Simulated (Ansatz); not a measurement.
Harmonic vibrations of CrO2Cl2 (CrCl2O2) by finite differences.

```yaml
crystal:
  periodic: [false, false, false]
  atoms:
    - {symbol: Cr, position_ang: [0.097874, -0.000451, 0.068383]}
    - {symbol: O, position_ang: [0.115170, -0.014464, 1.613109]}
    - {symbol: O, position_ang: [1.554388, 0.006690, -0.446583]}
    - {symbol: Cl, position_ang: [-0.886690, 1.753988, -0.601559]}
    - {symbol: Cl, position_ang: [-0.880742, -1.745764, -0.633350]}
basis:
  gaussian: {orbitals: def2-SVP}
hamiltonian: {xc: r2scan, dispersion: d4}
scf: {omitted_lower_state_checks: [starts]}
phonons: {temperatures: {t_min: 298.15, t_max: 900, t_step: 200}}
```

```sh
$ ansatz run in.yaml --threads 4 --pin off --events-out ev --progress --plain --max-ram 3916MiB
```

Shortened log:

```
Functional definition: r2SCAN
mean field -57545.48421502 eV, -2114.7575391717 hartree, gradient 9.8e-6 eV, S^2 0.000000; 0 other end points of the search recorded, 0 dependent functions left out
mean field -57545.48403141 eV, -2114.7575324242 hartree, gradient 1.0e-6 eV, S^2 0.000000; 0 other end points of the search recorded, 0 dependent functions left out
mean field -57545.48400971 eV, -2114.7575316270 hartree, gradient 1.3e-6 eV, S^2 0.000000; 0 other end points of the search recorded, 0 dependent functions left out
mean field -57545.48404755 eV, -2114.7575330176 hartree, gradient 2.2e-6 eV, S^2 0.000000; 0 other end points of the search recorded, 0 dependent functions left out
mean field -57545.48404738 eV, -2114.7575330111 hartree, gradient 2.1e-6 eV, S^2 0.000000; 0 other end points of the search recorded, 0 dependent functions left out
mean field -57545.48420042 eV, -2114.7575386355 hartree, gradient 1.2e-6 eV, S^2 0.000000; 0 other end points of the search recorded, 0 dependent functions left out
mean field -57545.48419959 eV, -2114.7575386049 hartree, gradient 6.8e-7 eV, S^2 0.000000; 0 other end points of the search recorded, 0 dependent functions left out
mean field -57545.48420582 eV, -2114.7575388338 hartree, gradient 2.0e-6 eV, S^2 0.000000; 0 other end points of the search recorded, 0 dependent functions left out
mean field -57545.48420544 eV, -2114.7575388200 hartree, gradient 1.9e-6 eV, S^2 0.000000; 0 other end points of the search recorded, 0 dependent functions left out
mean field -57545.48402826 eV, -2114.7575323087 hartree, gradient 1.4e-6 eV, S^2 0.000000; 0 other end points of the search recorded, 0 dependent functions left out
mean field -57545.48404884 eV, -2114.7575330648 hartree, gradient 1.8e-6 eV, S^2 0.000000; 0 other end points of the search recorded, 0 dependent functions left out
mean field -57545.48419647 eV, -2114.7575384901 hartree, gradient 1.6e-6 eV, S^2 0.000000; 0 other end points of the search recorded, 0 dependent functions left out
mean field -57545.48419541 eV, -2114.7575384513 hartree, gradient 1.2e-6 eV, S^2 0.000000; 0 other end points of the search recorded, 0 dependent functions left out
mean field -57545.48419668 eV, -2114.7575384980 hartree, gradient 1.3e-6 eV, S^2 0.000000; 0 other end points of the search recorded, 0 dependent functions left out
mean field -57545.48419309 eV, -2114.7575383659 hartree, gradient 1.3e-6 eV, S^2 0.000000; 0 other end points of the search recorded, 0 dependent functions left out
mean field -57545.48419603 eV, -2114.7575384739 hartree, gradient 1.6e-6 eV, S^2 0.000000; 0 other end points of the search recorded, 0 dependent functions left out
mean field -57545.48419518 eV, -2114.7575384427 hartree, gradient 1.7e-6 eV, S^2 0.000000; 0 other end points of the search recorded, 0 dependent functions left out
mean field -57545.48419331 eV, -2114.7575383742 hartree, gradient 1.3e-6 eV, S^2 0.000000; 0 other end points of the search recorded, 0 dependent functions left out
mean field -57545.48419680 eV, -2114.7575385021 hartree, gradient 1.3e-6 eV, S^2 0.000000; 0 other end points of the search recorded, 0 dependent functions left out
Total energy: -57545.52708693 eV, -2114.7591146854 hartree
Atom 0 at     0.097874    -0.000451     0.068383 Å, force     0.006104    -0.000084     0.004265 eV/Å
Atom 1 at     0.115170    -0.014464     1.613109 Å, force    -0.000443     0.000105    -0.007608 eV/Å
Atom 2 at     1.554388     0.006690    -0.446583 Å, force    -0.007297     0.000004     0.002201 eV/Å
Atom 3 at    -0.886690     1.753988    -0.601559 Å, force     0.000842    -0.002868     0.000559 eV/Å
Atom 4 at    -0.880742    -1.745764    -0.633350 Å, force     0.000793     0.002843     0.000583 eV/Å
Dipole moment:    -0.114720     0.000536    -0.080155 e Å
Vibrations: 142.00 225.99 240.32 278.80 371.52 482.81 506.42 1118.34 1129.91 cm⁻¹, zero-point energy 0.278723 eV
Checks for a lower state left out: starts
```

Run time 41 s (4 threads of Arm Neoverse N1 on a shared host).

The restricted singlet is unstable towards broken spin symmetry at other levels; at r2SCAN-D4/def2-SVP this wasn't settled.
